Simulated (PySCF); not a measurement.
Bond length, frequency and bond energy of RuN⁺ by level of theory

State: ³Δ (triplet), unpaired electrons σ ↑, δ ↑. Set-up: PySCF, scalar-relativistic core potentials, basis sets Ru def2-TZVPPD with ECP28, N def2-TZVPPD. De refers to Ru⁺ (4d7) + N in their high-spin ground configurations, without counterpoise correction. The functionals are run spin-unrestricted. A positive dipole points towards N; it is taken about the centre of mass and depends on that origin. Levels whose curve was spin-contaminated or gave no clean fit are not listed.

```json
{"Level": "LDA", "Re (Å)": "1.569", "ωe (cm⁻¹)": "1162", "De (eV)": "n/a", "μ (D)": "-1.66"}
{"Level": "PBE", "Re (Å)": "1.587", "ωe (cm⁻¹)": "1110", "De (eV)": "5.09", "μ (D)": "-1.76"}
{"Level": "PW91", "Re (Å)": "1.587", "ωe (cm⁻¹)": "1109", "De (eV)": "5.07", "μ (D)": "-1.78"}
{"Level": "r²SCAN", "Re (Å)": "1.578", "ωe (cm⁻¹)": "1119", "De (eV)": "4.12", "μ (D)": "-1.96"}
{"Level": "M06-L", "Re (Å)": "1.584", "ωe (cm⁻¹)": "1075", "De (eV)": "3.49", "μ (D)": "-2.10"}
{"Level": "PBE0", "Re (Å)": "1.566", "ωe (cm⁻¹)": "1120", "De (eV)": "3.46", "μ (D)": "-2.05"}
{"Level": "M06-2X", "Re (Å)": "1.553", "ωe (cm⁻¹)": "1159", "De (eV)": "2.62", "μ (D)": "-2.03"}
{"Level": "ωB97X", "Re (Å)": "1.561", "ωe (cm⁻¹)": "1149", "De (eV)": "3.08", "μ (D)": "-2.37"}
```

The bond length runs from 1.553 Å (M06-2X) to 1.587 Å (PW91). De spans 2.62 eV (M06-2X, hybrid meta-GGA) to 5.09 eV (PBE, GGA).

The metal atom is held in its measured ground configuration; semilocal functionals can put another filling of s and d lower by some tenths of an eV, and De to that atom would be smaller. Spin–orbit coupling is left out, which matters for elements this heavy, above all for dissociation energies. For an ion De counts to the pair picked by the measured ionisation energies or electron affinities, which need not be the lowest pair at this level. Counting both spins, an empty level lies below a filled one in some of these solutions, because spin and occupation are held. With d or f electrons several states lie close, and the lowest PBE0 determinant need not be the measured ground state.

The whole job (state search and all levels along the bond) took about 21 min on 2 threads of Arm Neoverse V1 (shared host), peak memory 4.2 GiB.
